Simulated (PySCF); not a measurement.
trans-(1R,2R)-1-chloro-2-methylcyclopropane (C₄H₇Cl), SMILES Cl[C@@H]1C[C@H]1C. Atoms are numbered in the order given.

```xyz
12

C      2.3132     0.5257    -0.0527
C      1.0338    -0.2681     0.0863
C      0.2908    -0.7936    -1.1235
C     -0.2797     0.3335    -0.3162
Cl    -1.7210     0.0540     0.6848
H      2.4780     1.1691     0.8264
H      2.2845     1.1712    -0.9450
H      3.1821    -0.1448    -0.1526
H      0.9799    -0.9150     0.9682
H      0.6711    -0.5548    -2.1218
H     -0.1959    -1.7680    -1.0383
H     -0.2925     1.3396    -0.7426
```
Charge 0, spin multiplicity 1.

Geometry: TPSSh-D3(BJ)/def2-SVP.

Two levels are set side by side: PBE/pcSseg-1 (PySCF) and PBE0/pcSseg-1 (PySCF). GIAO shifts against HCl (³⁵Cl), TMS (¹H), TMS (¹³C) at the same level; non-relativistic, no solvent, atoms listed together averaged. Without spin–orbit terms, shifts of atoms bonded to Cl or Br come out too high at both levels. Differences are taken from unrounded values.

```tsv
quantity	PBE0
δ(¹³C) of C1 (ppm)	21.0
δ(¹³C) of C2 (ppm)	21.8
δ(¹³C) of C3 (ppm)	20.7
δ(¹³C) of C4 (ppm)	44.1
δ(³⁵Cl) of Cl5 (ppm)	141.0
δ(¹H) of H9 (ppm)	1.15
δ(¹H) of H12 (ppm)	2.71
```

**Question.** What does PBE give, and how far is it from PBE0? (Estimate from the structure and the level; the computed values follow.)

**Answer.** 
```csv
quantity,PBE,PBE minus PBE0
δ(¹³C) of C1 (ppm),21.8,0.8
δ(¹³C) of C2 (ppm),23.9,2.1
δ(¹³C) of C3 (ppm),22.0,1.3
δ(¹³C) of C4 (ppm),47.2,3.0
δ(³⁵Cl) of Cl5 (ppm),166.0,25.0
δ(¹H) of H9 (ppm),1.17,0.01
δ(¹H) of H12 (ppm),2.77,0.06
```

Rough cost on one machine, each run with all the roots and properties that it gave: PBE0 against PBE within a factor of 2.
